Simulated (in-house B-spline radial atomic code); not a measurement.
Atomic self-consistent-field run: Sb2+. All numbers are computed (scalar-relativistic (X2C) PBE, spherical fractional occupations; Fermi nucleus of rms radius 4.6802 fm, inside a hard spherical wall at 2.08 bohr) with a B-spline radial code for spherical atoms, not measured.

Command:
```bash
python run_scf.py task.json out
```
Settings (nuclear radius in fm, mass in u):
```
Z                51
configuration    [Kr] 4d10 5s2 5p1
hamiltonian      x2c
method           pbe,pbe
spin_polarised   False
nucleus          fermi
rms_radius       4.6802
atomic_mass      120.90381
speed_of_light   137.035999084
wall_radius      2.08
```

Output (hartree, bohr):
```
 radial grid: 58 intervals, B-splines of order 8, outer radius 2.08 bohr

 iter        energy (Eh)    residual
    1       -6471.473478    4.46e-01
    2       -6471.708527    1.00e-01
    3       -6471.873526    1.80e-02
    4       -6471.876650    4.05e-03
    5       -6471.876721    1.79e-03
    6       -6471.876749    2.36e-04
    7       -6471.876751    3.09e-05
    8       -6471.876751    2.80e-07

 total energy                     -6471.87675
 kinetic                            6870.4550
 electron-nucleus                 -15786.8305
 Hartree                            2617.8305
 exchange-correlation               -173.3317

 orbital      occ     eigenvalue          <r>       <r^2>       <1/r>       r_max
 1s         2.000     -1110.6800    0.0278325  0.00105926      56.887     0.01764
 2s         2.000      -168.3524     0.122135   0.0176529     12.9132      0.1036
 2p         6.000      -151.1513     0.106858   0.0139557     11.9731     0.08275
 3s         2.000       -32.4734      0.33074    0.125215     4.52608      0.3003
 3p         6.000       -26.8553     0.329042    0.125744     4.22423      0.2937
 3d        10.000       -18.2230     0.306299    0.111334     3.96883      0.2447
 4s         2.000        -5.0348     0.800226    0.722468     1.75327      0.7291
 4p         6.000        -3.3379     0.857707    0.832419     1.58252      0.7713
 4d        10.000        -0.8112     0.964327     1.05097     1.33851      0.8606
 5s         2.000         1.2312      1.28885     1.83795     1.10608        1.45
 5p         1.000         2.1402      1.28021      1.8394     1.12499       1.493
```

Time taken, with all properties: 0.08 s on 1 thread of Arm Neoverse V1 (shared host).

One-electron X2C: radii and densities carry no picture-change correction, so inner-shell <1/r> comes out high (for 1s by about 2 % at Z = 33, 5 % at 54, 10 % at 75, 30 % at 118) and <r> low.
